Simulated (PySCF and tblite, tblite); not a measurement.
One step of a conformer study of C8H12Cl2, numbered as in [CH3:1]/[CH:2]=[C:3](/[Cl:4])[CH2:5][CH2:6]/[CH:7]=[C:8](/[CH3:9])[Cl:10]: GFN2-xTB geometry optimisation, gas phase (tblite); conformer with 79°, 62°, 87°.

Torsions listed: Cl4–C3–C5–C6, C3–C5–C6–C7, C5–C6–C7–C8. Of a mirror pair one member is shown.

Input:

```
{"job": {"xc": "GFN2-xTB", "basis": "xTB", "kind": "relax"}, "charge": 0, "multiplicity": 1}
C     -1.861500     1.564000    -0.436300
C     -2.243100     0.195800    -0.899200
C     -1.873100    -0.977900    -0.320600
Cl    -2.446400    -2.442400    -1.064800
C     -1.066800    -1.172900     0.935100
C      0.371300    -1.630600     0.666600
C      1.198900    -0.613500    -0.088100
C      2.077100     0.271300     0.430900
C      2.856500     1.231300    -0.405600
Cl     2.358000     0.394600     2.131900
H     -2.776200     2.116600    -0.158100
H     -1.191400     1.574800     0.418500
H     -1.387700     2.105600    -1.245100
H     -2.851700     0.166100    -1.789300
H     -1.565700    -1.911900     1.560500
H     -1.055800    -0.258200     1.547600
H      0.383200    -2.564500     0.102900
H      0.841500    -1.880000     1.630300
H      1.051200    -0.626600    -1.157800
H      3.932000     1.075900    -0.270200
H      2.624700     1.133600    -1.469200
H      2.614800     2.268100    -0.120700
```

Launched as:

```sh
OMP_NUM_THREADS=1 python ens_run.py task.json out
```

Output (atoms count from 0 there):

```
step      E/eV     max force
  0    -879.43270    1.857
  1    -879.48496    1.484
  2    -879.51590    0.253
  3    -879.52566    0.208
  4    -879.53949    0.298
  5    -879.54311    0.189
  6    -879.54571    0.153
  7    -879.54725    0.136
  8    -879.54921    0.119
  9    -879.55128    0.114
 10    -879.55283    0.119
 11    -879.55439    0.151
 12    -879.55590    0.131
 13    -879.55726    0.070
 14    -879.55830    0.081
 15    -879.55918    0.081
 16    -879.56006    0.079
 17    -879.56083    0.064
 18    -879.56136    0.058
 19    -879.56173    0.044
 20    -879.56205    0.049
 21    -879.56235    0.041
 22    -879.56263    0.042
 23    -879.56287    0.037
...
 91    -879.56930    0.015
 92    -879.56936    0.017
 93    -879.56942    0.018
 94    -879.56950    0.020
 95    -879.56956    0.018
 96    -879.56962    0.016
 97    -879.56967    0.017
 98    -879.56971    0.015
 99    -879.56973    0.015
100    -879.56974    0.009
101    -879.56976    0.011
102    -879.56977    0.011
103    -879.56979    0.009
104    -879.56980    0.009
105    -879.56981    0.009
106    -879.56982    0.011
107    -879.56984    0.014
108    -879.56985    0.009
109    -879.56986    0.011
110    -879.56988    0.012
111    -879.56990    0.020
112    -879.56995    0.030
113    -879.57001    0.030
114    -879.57009    0.021
115    -879.57019    0.023
116    -879.57031    0.029
117    -879.57047    0.040
118    -879.57065    0.033
119    -879.57080    0.024
120    -879.57094    0.031
121    -879.57110    0.036
122    -879.57127    0.035
123    -879.57141    0.027
124    -879.57148    0.030
125    -879.57159    0.036
126    -879.57169    0.029
127    -879.57188    0.016
128    -879.57192    0.018
129    -879.57199    0.015
130    -879.57209    0.024
131    -879.57218    0.025
132    -879.57230    0.019
133    -879.57239    0.019
134    -879.57245    0.013
135    -879.57249    0.014
136    -879.57251    0.011
137    -879.57253    0.012
138    -879.57255    0.011
139    -879.57256    0.006
140    -879.57257    0.006
141    -879.57258    0.005
142    -879.57258    0.007
143    -879.57258    0.005
144    -879.57259    0.004
```

It took 1.5 s on 1 thread of Arm Neoverse V1, on a host shared with other jobs (rough), launched as `OMP_NUM_THREADS=1 python ens_run.py task.json out`.
